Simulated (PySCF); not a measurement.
Gas-phase reaction: TiCl₃OH + 2 HO₂ ⇌ TiO₂ + 3 HCl + O₃

Energies from PySCF, thermal terms from the rigid-rotor harmonic-oscillator model, ideal gas at 1 bar. † marks an energy on the PBE0/def2-TZVP geometry and frequencies; other levels use their own. 6-31G* has spherical d functions here. Open shells (unrestricted): HO₂ (multiplicity 2); the rest are closed-shell singlets. B3LYP is the form with VWN-RPA correlation. TiCl₃OH: computed as isolated molecules; such fragments, hydroxides, amides, oligomers or adducts are transient or little studied in the gas. The harmonic model lacks anharmonicity and excited electronic states, which grow with temperature; levels with a mode under 35 cm⁻¹ are left out. Strong static correlation: O₃. Soft modes under 120 cm⁻¹ make the harmonic entropy rough for TiCl₃OH.

| level | ΔE electronic, kJ | ΔH°(298 K), kJ | ΔS°(298 K), J/K | ΔG°(2000 K), kJ |
|---|---|---|---|---|
| B3LYP/6-31G* | 522 | 496 | 216 | 92 |
| BLYP/def2-TZVP† | 443 | 416 | 213 | 18 |
| PBE0/def2-QZVP† | 547 | 520 | 213 | 122 |
| PBE0/def2-TZVP | 547 | 520 | 213 | 122 |
| r2SCAN/def2-TZVP† | 529 | 502 | 213 | 104 |
| LDA/def2-TZVP† | 482 | 455 | 213 | 56 |
| ωB97M-V/def2-TZVP† | 547 | 521 | 213 | 122 |
ΔH° is lowest at BLYP/def2-TZVP† and highest at ωB97M-V/def2-TZVP†. No reference value is set beside these.
